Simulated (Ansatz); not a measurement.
Reaction (cleavage of the Si–Si bond): `F[Si@H](Cl)[Si@@H](F)Cl` + `C[SeH]` → `C[Se][SiH](F)Cl` + `F[SiH2]Cl`

Calculated with Ansatz (gas phase, PBE0-D4/def2-TZVP geometries, no zero-point term in ΔE). CCSD(T)/CBS is the MP2 limit (def2-TZVPP, def2-QZVPP) plus CCSD(T) − MP2 in def2-TZVPP, frozen cores. This one scheme is used for every species. Functionals use def2-TZVPP. For Se outer-core shells are correlated without core-valence functions, which leaves a few kJ/mol of doubt a bond. Scalar relativity is left out up to krypton. One conformer a species, not always the lowest.

```tsv
level	ΔE (kJ/mol)
r2SCAN-D4	-81.4
PBE0-D4	-76.3
CCSD(T)/def2-TZVPP	-83.1
HF/CBS(def2)	-83.7
```

What does CCSD(T)/CBS give? (An estimate is asked.)

The calculation gave: -86.6 kJ/mol. The listed levels differ from it by 5.2, 10.3, 3.5, 2.9 kJ/mol.

Largest T1 diagnostic among the species: 0.011.

From PBE to PBE0 (25 % exact exchange), in def2-TZVPP and without D4, ΔE moves by −5.3 kJ/mol.
